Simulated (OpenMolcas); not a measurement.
Ni7+, Pd7+, Pt7+: d³ down the group

- Program: OpenMolcas
- Method: CASSCF
- Basis: ANO-R3
- Scalar Hamiltonian: X2C, finite nucleus
- Spin-orbit coupling: state interaction with AMFI integrals over the reference wave functions, term energies averaged over their components

Active space for each ion: 3 electrons in 5 orbitals (d).

Computed levels in cm-1 above ⁴F_3/2:

```json
{"Level": "⁴F_5/2", "Ni7+": "947", "Pd7+": "2225", "Pt7+": "9262"}
{"Level": "⁴F_7/2", "Ni7+": "2208", "Pd7+": "4875", "Pt7+": "16442"}
{"Level": "⁴F_9/2", "Ni7+": "3729", "Pd7+": "7697", "Pt7+": "20850"}
{"Level": "⁴P_1/2", "Ni7+": "28250", "Pd7+": "19927", "Pt7+": "24303"}
{"Level": "²G_7/2", "Ni7+": "29348", "Pd7+": "22679", "Pt7+": "32735"}
{"Level": "⁴P_5/2", "Ni7+": "29765", "Pd7+": "23326", "Pt7+": "35174"}
{"Level": "²G_9/2", "Ni7+": "30507", "Pd7+": "23849", "Pt7+": "52686"}
{"Level": "²P_3/2", "Ni7+": "38471", "Pd7+": "35984", "Pt7+": "58534"}
{"Level": "²P_1/2", "Ni7+": "38559", "Pd7+": "29509", "Pt7+": "42505"}
{"Level": "weight of ⁴F in the lowest level (%)", "Ni7+": "100", "Pd7+": "98", "Pt7+": "82"}
```

Mixed levels, with the weight of the term that names them: Ni7+ ²P_3/2 (66 %), Pd7+ ²G_9/2 (64 %), Pd7+ ²P_3/2 (53 %), Pt7+ ⁴F_9/2 (53 %), Pt7+ ⁴P_1/2 (72 %), Pt7+ ²G_9/2 (59 %), Pt7+ ²P_3/2 (58 %), Pt7+ ²P_1/2 (72 %).

Measured, with the error of the calculation in %. Measured levels: Ni7+ from Corliss and Sugar, J. Phys. Chem. Ref. Data 10, 197 (1981).

```json
{"Level": "⁴F_5/2", "Ni7+": "1012 (-6.4)"}
{"Level": "⁴F_7/2", "Ni7+": "2184 (+1.1)"}
{"Level": "⁴F_9/2", "Ni7+": "3721 (+0.2)"}
{"Level": "⁴P_1/2", "Ni7+": "23261 (+21.4)"}
{"Level": "⁴P_5/2", "Ni7+": "24669 (+20.7)"}
```

The fine-structure level ⁴F_9/2 changes by a factor of 5.59 from Ni7+ to Pt7+.

Without spin-orbit coupling ⁴P lies 27064, 17506, 15610 cm-1 above ⁴F in that order; the difference to the level ⁴P_1/2, of either sign, comes from spin-orbit coupling, which also lowers the zero.

Without dynamic correlation excited terms often stand tens of per cent too high (terms of higher spin than the ground term too low), and those without a measured partner can miss by more than the paired ones. Measured partners are found by configuration, term and J. A level has none where our copy of the source lacks it or the pairing is in doubt (some pairs that miss far off the trend of their configuration count as doubtful), and it then counts in no deviation. Levels of configurations outside the active space are missing.
